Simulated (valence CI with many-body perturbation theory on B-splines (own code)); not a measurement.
# Forbidden lines of Tm48+

Computed by relativistic CI+MBPT: three valence electrons over a frozen Dirac-Fock core [Ar], a basis of 7 s, 7 p, 8 d, 6 f, 4 g, 1 h functions for each j, with the one-electron correlation potential Σ1 (screened to all orders), the two-electron term Σ2, the three-electron term Σ3, Breit, model QED; selected single and double excitations, second order for the rest, scaled by the run's own slope (own B-spline code, finite nucleus).

No measured spectrum was set against this ion. As an estimate, large intervals hold to a few tenths of a per cent, small ones and those within an open d or f shell to about a per cent. Only levels of the ground parity were solved; by the run's estimate the other parity begins above the list, which can be wrong where configurations are misplaced.

Lines 1 to 50 of 53 in falling wavelength, among levels below 1499800 cm⁻¹, chosen from the decays that carry over 1 % of a level's rate. Wavelengths and rates use the calculated energies. Electric multipoles are in the length gauge, E1 and E2 with the static RPA response of the core. Weak lines are less certain than strong ones. Lines between different terms over intervals too small for the method are left out, as are lines whose strength nearly cancels. The highest levels of a list are the least certain. Branching is blank where the lifetime is uncertain.

Levels are named by their leading jj configuration (3d3/2^4 stands for four electrons in 3d with j = 3/2), which in mixed levels can hold well under half, so a name can repeat and another be missing. Letters in brackets count levels of one name in rising energy.

| λ vac (nm) | Upper | Lower | Type | A (s⁻¹) | Branch % |
| --- | --- | --- | --- | --- | --- |
| 3900 | (3d3/2^2 3d5/2) J=9/2 | (3d3/2^2 3d5/2) J=7/2 | M1 | 1.22e-01 |  |
| 136.6 | (3d3/2^2 3d5/2) J=7/2 | (3d3/2^2 3d5/2) J=5/2 [a] | M1 | 5.28e+03 | 98.1 |
| 57.32 | (3d3/2 3d5/2^2) J=7/2 [b] | (3d3/2 3d5/2^2) J=7/2 [a] | M1 | 1.18e+04 | 1.7 |
| 55.83 | (3d3/2^2 3d5/2) J=5/2 [b] | (3d3/2^2 3d5/2) J=7/2 | M1 | 6.33e+03 | 4.0 |
| 49.02 | (3d3/2^2 3d5/2) J=5/2 [b] | (3d3/2^2 3d5/2) J=3/2 | M1 | 2.99e+04 | 19.0 |
| 44.95 | (3d3/2 3d5/2^2) J=3/2 [b] | (3d3/2 3d5/2^2) J=1/2 | M1 | 2.73e+04 | 1.9 |
| 41.01 | (3d3/2 3d5/2^2) J=3/2 [b] | (3d3/2 3d5/2^2) J=3/2 [a] | M1 | 4.38e+04 | 3.0 |
| 39.90 | (3d3/2 3d5/2^2) J=3/2 [a] | (3d3/2^2 3d5/2) J=5/2 [b] | M1 | 3.54e+04 | 1.3 |
| 39.64 | (3d3/2^2 3d5/2) J=5/2 [b] | (3d3/2^2 3d5/2) J=5/2 [a] | M1 | 9.33e+03 | 5.9 |
| 39.23 | (3d5/2^3) J=3/2 | (3d3/2 3d5/2^2) J=3/2 [b] | M1 | 6.55e+04 | 2.3 |
| 34.65 | (3d3/2 3d5/2^2) J=5/2 [a] | (3d3/2^2 3d5/2) J=5/2 [b] | M1 | 2.08e+05 | 15.2 |
| 30.36 | (3d5/2^3) J=5/2 | (3d3/2 3d5/2^2) J=3/2 [b] | M1 | 1.39e+05 | 3.8 |
| 28.90 | (3d3/2 3d5/2^2) J=5/2 [b] | (3d3/2^2 3d5/2) J=5/2 [b] | M1 | 4.03e+05 | 45.5 |
| 28.21 | (3d3/2 3d5/2^2) J=7/2 [b] | (3d3/2^2 3d5/2) J=5/2 [b] | M1 | 8.30e+04 | 11.7 |
| 27.90 | (3d5/2^3) J=9/2 | (3d3/2 3d5/2^2) J=11/2 | M1 | 9.30e+04 | 3.5 |
| 27.84 | (3d3/2 3d5/2^2) J=7/2 [a] | (3d3/2^2 3d5/2) J=7/2 | M1 | 4.31e+05 | 19.3 |
| 27.33 | (3d3/2^2 3d5/2) J=5/2 [a] | (3d3/2^3) J=3/2 | M1 | 1.20e+06 | 100.0 |
| 25.71 | (3d3/2 3d5/2^2) J=9/2 | (3d3/2^2 3d5/2) J=9/2 | M1 | 8.26e+05 | 63.3 |
| 25.54 | (3d3/2 3d5/2^2) J=9/2 | (3d3/2^2 3d5/2) J=7/2 | M1 | 4.78e+05 | 36.7 |
| 24.79 | (3d5/2^3) J=3/2 | (3d3/2 3d5/2^2) J=5/2 [b] | M1 | 6.13e+04 | 2.2 |
| 24.14 | (3d3/2^2 3d5/2) J=3/2 | (3d3/2^3) J=3/2 | M1 | 9.84e+05 | 99.8 |
| 24.04 | (3d3/2 3d5/2^2) J=3/2 [a] | (3d3/2^2 3d5/2) J=1/2 | M1 | 2.83e+05 | 10.3 |
| 23.25 | (3d5/2^3) J=9/2 | (3d3/2 3d5/2^2) J=9/2 | M1 | 1.08e+06 | 40.2 |
| 23.13 | (3d3/2 3d5/2^2) J=7/2 [a] | (3d3/2^2 3d5/2) J=5/2 [a] | M1 | 1.80e+06 | 80.6 |
| 22.87 | (3d3/2 3d5/2^2) J=1/2 | (3d3/2^2 3d5/2) J=1/2 | M1 | 1.64e+06 | 94.0 |
| 22.77 | (3d3/2^2 3d5/2) J=7/2 | (3d3/2^3) J=3/2 | E2 | 1.04e+02 | 1.9 |
| 22.08 | (3d3/2^2 3d5/2) J=1/2 | (3d3/2^3) J=3/2 | M1 | 3.67e+05 | 99.6 |
| 22.00 | (3d3/2 3d5/2^2) J=3/2 [a] | (3d3/2^2 3d5/2) J=3/2 | M1 | 1.64e+06 | 59.8 |
| 21.70 | (3d5/2^3) J=3/2 | (3d3/2 3d5/2^2) J=5/2 [a] | M1 | 9.80e+05 | 34.6 |
| 21.70 | (3d3/2 3d5/2^2) J=11/2 | (3d3/2^2 3d5/2) J=9/2 | M1 | 5.29e+05 | 99.6 |
| 21.62 | (3d5/2^3) J=9/2 | (3d3/2 3d5/2^2) J=7/2 [a] | M1 | 1.50e+06 | 55.7 |
| 21.38 | (3d3/2 3d5/2^2) J=5/2 [a] | (3d3/2^2 3d5/2) J=7/2 | M1 | 8.38e+04 | 6.1 |
| 21.31 | (3d5/2^3) J=5/2 | (3d3/2 3d5/2^2) J=7/2 [b] | M1 | 3.66e+05 | 10.2 |
| 21.01 | (3d3/2 3d5/2^2) J=1/2 | (3d3/2^2 3d5/2) J=3/2 | M1 | 9.64e+04 | 5.5 |
| 20.95 | (3d5/2^3) J=3/2 | (3d3/2 3d5/2^2) J=1/2 | M1 | 6.68e+05 | 23.6 |
| 20.93 | (3d5/2^3) J=5/2 | (3d3/2 3d5/2^2) J=5/2 [b] | M1 | 6.48e+05 | 18.0 |
| 20.30 | (3d3/2 3d5/2^2) J=5/2 [a] | (3d3/2^2 3d5/2) J=3/2 | M1 | 9.10e+05 | 66.3 |
| 20.22 | (3d3/2 3d5/2^2) J=3/2 [b] | (3d3/2^2 3d5/2) J=5/2 [b] | M1 | 9.26e+05 | 62.7 |
| 20.05 | (3d5/2^3) J=3/2 | (3d3/2 3d5/2^2) J=3/2 [a] | M1 | 1.04e+06 | 36.7 |
| 19.88 | (3d3/2 3d5/2^2) J=3/2 [a] | (3d3/2^2 3d5/2) J=5/2 [a] | M1 | 7.68e+05 | 28.0 |
| 19.04 | (3d3/2 3d5/2^2) J=5/2 [b] | (3d3/2^2 3d5/2) J=7/2 | M1 | 4.30e+05 | 48.6 |
| 18.83 | (3d3/2 3d5/2^2) J=7/2 [b] | (3d3/2^2 3d5/2) J=9/2 | M1 | 2.63e+05 | 37.2 |
| 18.74 | (3d3/2 3d5/2^2) J=7/2 [b] | (3d3/2^2 3d5/2) J=7/2 | M1 | 2.78e+05 | 39.3 |
| 18.68 | (3d5/2^3) J=5/2 | (3d3/2 3d5/2^2) J=5/2 [a] | M1 | 7.99e+05 | 22.2 |
| 18.49 | (3d3/2 3d5/2^2) J=5/2 [a] | (3d3/2^2 3d5/2) J=5/2 [a] | M1 | 1.57e+05 | 11.5 |
| 17.45 | (3d5/2^3) J=5/2 | (3d3/2 3d5/2^2) J=3/2 [a] | M1 | 1.06e+06 | 29.3 |
| 16.71 | (3d3/2 3d5/2^2) J=5/2 [b] | (3d3/2^2 3d5/2) J=5/2 [a] | M1 | 3.19e+04 | 3.6 |
| 16.48 | (3d3/2 3d5/2^2) J=7/2 [b] | (3d3/2^2 3d5/2) J=5/2 [a] | M1 | 6.72e+04 | 9.5 |
| 16.17 | (3d3/2^2 3d5/2) J=5/2 [b] | (3d3/2^3) J=3/2 | M1 | 1.12e+05 | 70.9 |
| 15.53 | (3d5/2^3) J=5/2 | (3d3/2 3d5/2^2) J=7/2 [a] | M1 | 5.55e+05 | 15.4 |
